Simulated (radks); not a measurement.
Values are calculated unless marked as measured or tabulated.
Ionisation of Bi, [Hg] 6p3, to Bi+, [Hg] 6p2, under several functionals. Scalar-relativistic Kohn-Sham, spin-polarised, spherical densities, finite nucleus; open shells are filled with parallel spins first (spin-orbit coupling, left out, can overturn this in heavy ions); a radial shooting solver on a logarithmic mesh with Libxc functionals.

functional                                        E(Bi) (hartree)  Exc (hartree)  IE (eV)  -e(HOMO) (eV)  <r> HOMO (bohr)  IE error (eV)
Wu-Cohen GGA                                          -21522.9601      -393.1641    8.568          5.201            3.006         +1.283
RPBE                                                  -21524.9081      -395.1224    8.496          5.152            3.015         +1.211
exchange-only LDA                                     -21504.1819      -374.3483    7.872          4.579            3.079         +0.587
SOGGA                                                 -21517.9788      -388.1994    8.492          5.137            3.008         +1.207
BLYP                                                  -21525.3882      -395.5649    8.268          4.889            3.029         +0.982
LDA (Slater exchange, Perdew-Zunger correlation)      -21512.8824      -383.1358    8.628          5.251            3.011         +1.342
LDA (Slater exchange, VWN5 correlation)               -21512.9104      -383.1648    8.653          5.272            3.008         +1.368
XLYP                                                  -21526.5099      -396.6835    8.283          4.905            3.032         +0.998
LDA (Slater exchange, Perdew-Wang correlation)        -21512.8753      -383.1292    8.647          5.267            3.009         +1.361

NIST Atomic Spectra Database: 7.286 eV (measured). Closest: exchange-only LDA. The Delta-SCF values span 0.78 eV, the total energies 22.33 hartree. The highest occupied level is 6p. Open shells are spherical and high-spin; term and fine-structure splittings are not resolved. Spin-orbit splitting is averaged out at the scalar-relativistic level.
